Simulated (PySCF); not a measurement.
3,4-ethylenedioxythiophene, C6H6O2S.
Geometry (GFN2-xTB, Å), atoms numbered from 1 in this order:
```
atom  x, y, z in Å
C1     1.9356   -1.1727   -0.0683
S2     3.0897    0.0943    0.0743
C3     1.8556    1.2889    0.1557
C4     0.6184    0.7308    0.0795
C5     0.6645   -0.6907   -0.0569
O6    -0.4620   -1.4562   -0.1664
C7    -1.6009   -0.6762   -0.4761
C8    -1.6575    0.5782    0.3968
O9    -0.5566    1.4264    0.1321
H10    2.2517   -2.1913   -0.1486
H11    2.1035    2.3250    0.2505
H12   -1.5740   -0.3797   -1.5338
H13   -2.4657   -1.3160   -0.2974
H14   -2.5519    1.1640    0.1814
H15   -1.6548    0.2831    1.4554
```

Computed with TDDFT PBE0/def2-SVPD, vertical, gas phase, core orbitals frozen in the response in PySCF.

Ground-to-excited transition dipoles (e·a0, same axes as the geometry; the sign carries no meaning), for the states with f of 0.002 or more among the lowest 8:

```csv
state,E (hartree),μx,μy,μz
S1,0.1953,1.090,0.032,0.027
S2,0.2037,0.021,-0.705,-0.063
S3,0.2061,0.200,0.008,0.006
S4,0.2105,0.003,0.086,-0.195
S6,0.2202,0.238,0.008,0.005
S7,0.2311,0.005,0.093,-0.205
S8,0.2339,0.299,0.007,0.009
```

Q: Work out the oscillator strengths.

A: f = (2/3) ΔE |μ|² with ΔE in hartree (27.2114 eV).

```csv
state,|μ|² (au),|μ| (D),f
S1,1.189,2.77,0.155
S2,0.501,1.80,0.068
S3,0.040,0.51,0.005
S4,0.045,0.54,0.006
S6,0.057,0.60,0.008
S7,0.051,0.57,0.008
S8,0.089,0.76,0.014
```

Q: The point group is C2. Which irreducible representation does each state belong to?

A: The ground state is totally symmetric, so the direction of μ fixes the label. Polarised along the twofold axis, so A: S1, S3, S6 and S8. Polarised across the twofold axis, so B: S2, S4 and S7.

Q: Which bond between heavy atoms lies closest to the direction of the S1 transition dipole?

A: C1–C5 and C3–C4, at 23° from it; next C4–O9 and C5–O6 at 32°.

Q: What angle do the transition dipoles of S1 and S2 make?

A: |cos θ| = |μa·μb| / (|μa| |μb|) = 0.00, so θ ≈ 90° (taken between 0 and 90°, since the signs are arbitrary).

Q: How is the summed strength of these states shared among x, y and z?

A: (2/3) Σ ΔE μα² gives 0.182 for x, 0.070 for y and 0.012 for z, 0.265 in all.

Q: What peak molar absorption coefficient would the strongest computed level give as a lone Gaussian band 0.5 eV wide at half height?

A: ε(max) = 2.175×10⁸ f / FWHM, with the width in cm⁻¹. S1: 2.175×10⁸ × 0.1548 / 4033 ≈ 8300 L mol⁻¹ cm⁻¹.

The run took 58 s wall on one thread, Arm Neoverse V1, on a shared host.

One conformer stands for the species.
